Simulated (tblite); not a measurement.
A tight-binding relaxation on `C=C(OCC)O/C(F)=[CH]/[GaH2]`.

Computed with GFN2-xTB geometry optimisation, gas phase (tblite 0.8.0). Start geometry: from a force field or distance geometry. A driver script takes a list of jobs; this job's settings line and coordinates (Å) are shown.

Command:
```bash
OMP_NUM_THREADS=1 python probes_run.py task.json out
```

Input:
```
{"job": {"kind": "relax", "xc": "GFN2-xTB", "basis": "xTB"}, "charge": 0, "multiplicity": 1}
C      0.776500    -2.569700     0.132000
C      0.285700    -1.378500    -0.233800
O      0.929300    -0.196800     0.111100
C      2.300900    -0.014400     0.299500
C      2.673000     1.395700     0.666600
O     -0.902900    -1.259000    -0.972800
C     -1.929300    -0.424500    -0.529100
F     -2.222900    -0.435500     0.809400
C     -2.578900     0.335400    -1.380500
Ga    -4.098000     1.479400    -0.378600
H      1.691600    -2.548100     0.707000
H      0.286000    -3.507400    -0.115700
H      2.589000    -0.721900     1.134100
H      2.928400    -0.292800    -0.572800
H      3.492800     1.456900     1.410900
H      1.744800     1.878900     1.079700
H      2.961700     1.902800    -0.286400
H     -2.374800     0.368100    -2.441600
H     -4.397400     1.419700     1.260900
H     -4.160700     3.122700    -0.703100
```

Output:
```
step      E/eV     max force
  0    -868.02492    2.664
  1    -868.35638    1.391
  2    -868.52747    1.211
  3    -868.66117    0.951
  4    -868.76257    0.654
  5    -868.81958    0.620
  6    -868.87164    0.637
  7    -868.91928    0.628
  8    -868.94612    0.369
  9    -868.96167    0.275
... (172 lines left out)
182    -869.35650    0.043
183    -869.35682    0.047
184    -869.35714    0.046
185    -869.35751    0.047
186    -869.35791    0.038
187    -869.35824    0.040
188    -869.35847    0.031
189    -869.35860    0.022
190    -869.35869    0.015
191    -869.35872    0.009
```

«max force» is the largest atomic force in eV/Å.

Q: From which step on does the largest force stay under 0.1 eV/Å, and how much energy is left to gain from there?

A: From step 137 (0.069 eV/Å), 11.4 meV above the end.

Main results: energy lowered by 30.8 kcal/mol over 191 steps; largest atomic force 0.009 eV/Å at the end.

Q: Give the final coordinates.

A: 0.925 Å rms from the input after alignment:
```
atom  x, y, z in Å
C1     0.9571   -2.6540   -0.0612
C2     0.2040   -1.5783   -0.2309
O3     0.5217   -0.2751   -0.0757
C4     1.8053    0.0638    0.4152
C5     1.8252    1.5716    0.5986
O6    -1.1172   -1.7153   -0.6357
C7    -1.8276   -0.6027   -0.5994
F8    -1.9680   -0.1513    0.8165
C9    -2.4116    0.2158   -1.4434
Ga10  -2.6723    1.6744   -0.0713
H11    1.9876   -2.5915    0.2235
H12    0.5338   -3.6245   -0.2243
H13    1.9801   -0.4476    1.3703
H14    2.5709   -0.2557   -0.3038
H15    2.7851    1.8863    0.9961
H16    1.0350    1.8655    1.2867
H17    1.6514    2.0623   -0.3557
H18   -2.3509   -0.0207   -2.4953
H19   -4.0078    1.9019    0.6849
H20   -1.5068    2.6858    0.1019
```

Q: Estimate the wall time. Hardware: one thread of an Arm Neoverse N1, on a shared host.

A: About 2.9 s.
Labels such as C1 count atoms from 1, the log's own numbers from 0.
